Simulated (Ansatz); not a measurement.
Gas-phase electronic energies from Ansatz, PBE0-D4/def2-TZVP geometries. CBS: MP2 limit from def2 TZ/QZ plus the TZ coupled-cluster correction, frozen cores. This one scheme is used for every species. Functionals use def2-TZVPP. One conformer a species, not always the lowest.

Consider the formal exchange of groups at the Si–Cl bond: `C[SiH](Cl)CF` + BH₃ → `B[SiH](C)CF` + HCl.

```
        level  ΔE (kJ/mol)
      ωB97M-V        130.3
MP2/CBS(def2)        138.6
```

**Question.** What does CCSD(T)/CBS give? (Estimate.)

**Answer.** Computed: +126.3 kJ/mol. The listed levels differ from it by 4.0, 12.3 kJ/mol.

Largest T1 diagnostic among the species: 0.011.

In def2-TZVPP, CCSD(T) changes the Hartree–Fock value by −19.7 kJ/mol (the triples alone add −1.1 kJ/mol) and MP2 by −7.4 kJ/mol. From PBE to PBE0 (25 % exact exchange), in def2-TZVPP and without D4, ΔE moves by +6.8 kJ/mol.
